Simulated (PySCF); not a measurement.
Zn(SH) (HSZn), SMILES [SH][Zn+], charge +1.

Coordinates come from a PBE0-D3(BJ)/def2-TZVP optimisation. The spin state was assumed, not searched. The isomer is the one that the SMILES or the coordinates give; other isomers of the formula were not compared.

Computed with TDDFT-CAM-B3LYP/def2-TZVPD (PySCF 2.14.0).

Vertical excitations. The molecule is in vacuum. State labels are in the subgroup Cs.

```tsv
state	symmetry	energy (eV)	λ (nm)	f	main pairs
S1	A"	1.68	739	0.003	HOMO→LUMO 100 %
S2	A'	4.61	269	0.161	HOMO−1→LUMO 83 %
S3	A"	5.45	228	0.000	HOMO→LUMO+1 97 %
S4	A'	5.63	220	0.024	HOMO−2→LUMO 90 %
S5	A'	6.69	185	0.344	HOMO→LUMO+2 74 %, HOMO−1→LUMO 13 %
S6	A"	6.96	178	0.010	HOMO→LUMO+3 83 %
S7	A'	7.92	157	0.149	HOMO−1→LUMO+1 91 %
S8	A"	8.16	152	0.034	HOMO−1→LUMO+2 73 %, HOMO→LUMO+4 14 %
S9	A"	8.51	146	0.149	HOMO→LUMO+4 54 %, HOMO−1→LUMO+2 21 %, HOMO→LUMO+3 9 %
S10	A'	9.25	134	0.039	HOMO−1→LUMO+3 82 %
T1	A"	1.26	984	0	HOMO→LUMO 98 %
T2	A'	2.83	438	0	HOMO−1→LUMO 97 %
T3	A'	5.08	244	0	HOMO−2→LUMO 96 %
T4	A"	5.29	234	0	HOMO→LUMO+1 93 %
```
Triplets are in the Tamm–Dancoff approximation, which puts them higher than full response would, so one can lie above its singlet here.
